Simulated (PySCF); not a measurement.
SMILES CC[CH]CCC(C)=O, doublet (GFN2-xTB optimised geometry):

```
21

C     -1.057     4.791     2.969
C     -0.304     3.487     3.305
C      0.249     2.841     2.097
C     -0.506     1.849     1.307
C      0.344     0.613     0.963
C     -0.361    -0.317     0.000
C      0.172    -1.729     0.000
O     -1.269     0.037    -0.708
H     -1.443     5.248     3.877
H     -1.888     4.581     2.300
H     -0.388     5.495     2.479
H      0.502     3.735     4.002
H     -1.001     2.811     3.807
H      1.173     3.217     1.689
H     -0.841     2.273     0.349
H     -1.399     1.531     1.849
H      0.623     0.071     1.868
H      1.269     0.938     0.477
H     -0.203    -2.273    -0.863
H     -0.168    -2.230     0.905
H      1.259    -1.729     0.000
```

Level of theory: PySCF 2.14.0 with unrestricted PBE0/def2-SVP.

Task: What are the frontier orbital energies (α orbitals alone; a β orbital can be the lowest empty one) and the dipole moment?

Result: HOMO-2 -9.29 eV, HOMO-1 -7.19 eV, HOMO -5.26 eV, LUMO -0.14 eV, LUMO+1 1.74 eV; dipole moment 2.48 D.

On the same geometry unrestricted PBE/def2-SVP (PySCF) gives HOMO-2 -7.80 eV, HOMO-1 -5.53 eV, HOMO -3.85 eV, LUMO -1.30 eV, LUMO+1 0.91 eV; dipole moment 2.29 D.

Meta-Löwdin charges at PBE0/def2-SVP: C1 -0.29, C2 -0.17, C3 -0.12, C4 -0.18, C5 -0.22, C6 0.38, C7 -0.35, O8 -0.40, H9 0.10, H10 0.10, H11 0.10, H12 0.10, H13 0.09, H14 0.09, H15 0.11, H16 0.09, H17 0.10, H18 0.11, H19 0.12, H20 0.12, H21 0.11.
